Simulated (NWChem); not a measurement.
System: C4H7O2S, doublet; SMILES O=S1(=O)[CH]CCC1

The following NWChem deck was run.

```
start job
memory heap 200 mb stack 900 mb global 1100 mb
geometry units angstroms noautosym nocenter noautoz
  O      0.468456     1.198990     1.311317
  S     -0.020831     0.772840    -0.001188
  O     -0.385157     1.774032    -0.998120
  C     -1.292152    -0.412385     0.219985
  C     -0.795892    -1.801146     0.057324
  C      0.744857    -1.737079     0.044268
  C      1.132462    -0.451486    -0.670139
  H     -2.305120    -0.088661     0.464497
  H     -1.172949    -2.469015     0.850234
  H     -1.170302    -2.225607    -0.896715
  H      1.119031    -1.698330     1.079018
  H      1.186458    -2.620562    -0.438714
  H      0.955184    -0.488798    -1.755727
  H      2.149563    -0.090822    -0.466224
end
basis spherical
  * library def2-svp
end
dft
  odft
  mult 2
  xc b3lyp
  iterations 150
  mulliken
end
task dft energy
esp
  recalculate
  probe 0.07
  range 0.3
  factor 1.0
  spacing 0.02
end
task esp
```

Output (shortened):

```
             Northwest Computational Chemistry Package (NWChem) 7.3.0
             --------------------------------------------------------

                             Geometry "geometry" -> ""
                             -------------------------

 Output coordinates in angstroms (scale by  1.889725989 to convert to a.u.)

  No.       Tag          Charge          X              Y              Z
 ---- ---------------- ---------- -------------- -------------- --------------
    1 O                    8.0000     0.46845600     1.19899000     1.31131700
    2 S                   16.0000    -0.02083100     0.77284000    -0.00118800
    3 O                    8.0000    -0.38515700     1.77403200    -0.99812000
    4 C                    6.0000    -1.29215200    -0.41238500     0.21998500
    5 C                    6.0000    -0.79589200    -1.80114600     0.05732400
    6 C                    6.0000     0.74485700    -1.73707900     0.04426800
    7 C                    6.0000     1.13246200    -0.45148600    -0.67013900
    8 H                    1.0000    -2.30512000    -0.08866100     0.46449700
    9 H                    1.0000    -1.17294900    -2.46901500     0.85023400
   10 H                    1.0000    -1.17030200    -2.22560700    -0.89671500
   11 H                    1.0000     1.11903100    -1.69833000     1.07901800
   12 H                    1.0000     1.18645800    -2.62056200    -0.43871400
   13 H                    1.0000     0.95518400    -0.48879800    -1.75572700
   14 H                    1.0000     2.14956300    -0.09082200    -0.46622400

 Effective nuclear repulsion energy (a.u.)     415.9386947341

                                 NWChem DFT Module
                                 -----------------

 Summary of "ao basis" -> "ao basis" (spherical)
 ------------------------------------------------------------------------------
       Tag                 Description            Shells   Functions and Types
 ---------------- ------------------------------  ------  ---------------------
 O                          def2-svp                 6       14   3s2p1d
 S                          def2-svp                 8       18   4s3p1d
 C                          def2-svp                 6       14   3s2p1d
 H                          def2-svp                 3        5   2s1p

            General Information
            -------------------
          SCF calculation type: DFT
          Wavefunction type:  spin polarized.
          No. of atoms     :    14
          No. of electrons :    63
           Alpha electrons :    32
            Beta electrons :    31
          Charge           :     0
          Spin multiplicity:     2
          Use of symmetry is: off; symmetry adaption is: off
          Maximum number of iterations: 150
          AO basis - number of functions:   137
                     number of shells:    65
          Convergence on energy requested:  1.00D-06
          Convergence on density requested:  1.00D-05
          Convergence on gradient requested:  5.00D-04

              XC Information
              --------------
                         B3LYP Method XC Potential
                     Hartree-Fock (Exact) Exchange  0.200
                        Slater Exchange Functional  0.800 local
                    Becke 1988 Exchange Functional  0.720 non-local
              Lee-Yang-Parr Correlation Functional  0.810
                  VWN I RPA Correlation Functional  0.190 local

[...]

                     NWChem Electrostatic Potential Fit Module
                     -----------------------------------------

 Atom parameters

 Number of atoms is                                   14
 Number of basis functions is                        137

 Grid parameters

 Maximum number of grid points is                  48176
 Number of grid points is                          48175
 Grid range                                     0.300000 nm
 Grid spacing                                   0.020000 nm
 Probe radius                                   0.070000 nm
 Atom radius factor                             1.000000

 Atomic radii

    1    0.100000
    6    0.147000
    8    0.136000
   16    0.174000
 FASTESP  F
  using M.O. file = ./job.movecs

    Atom              Coordinates                           Charge

                                                  ESP

    1 O     0.046846    0.119899    0.131132   -0.579887
    2 S    -0.002083    0.077284   -0.000119    1.160500
    3 O    -0.038516    0.177403   -0.099812   -0.590554
    4 C    -0.129215   -0.041239    0.021999   -0.321646
    5 C    -0.079589   -0.180115    0.005732    0.120815
    6 C     0.074486   -0.173708    0.004427    0.019091
    7 C     0.113246   -0.045149   -0.067014   -0.112602
    8 H    -0.230512   -0.008866    0.046450    0.150455
    9 H    -0.117295   -0.246902    0.085023    0.014946
   10 H    -0.117030   -0.222561   -0.089672    0.008784
   11 H     0.111903   -0.169833    0.107902    0.014386
   12 H     0.118646   -0.262056   -0.043871    0.010308
   13 H     0.095518   -0.048880   -0.175573    0.043589
   14 H     0.214956   -0.009082   -0.046622    0.061813
                                            ------------
                                                0.000000

 Dipole moment                                  2.035449

 Quadrupole moment Qxx                          7.730692
                   Qyy                          3.687539
                   Qzz                        -11.418231

 RMS deviation kJ/mol                           0.044454

 RRMS %                                        14.897135
```

Level: B3LYP/def2-SVP, spin-unrestricted. Coordinates come from a PBE0/def2-SVP, spin-unrestricted optimisation. No frequency run checked for a minimum. No stability test was run on the SCF state.
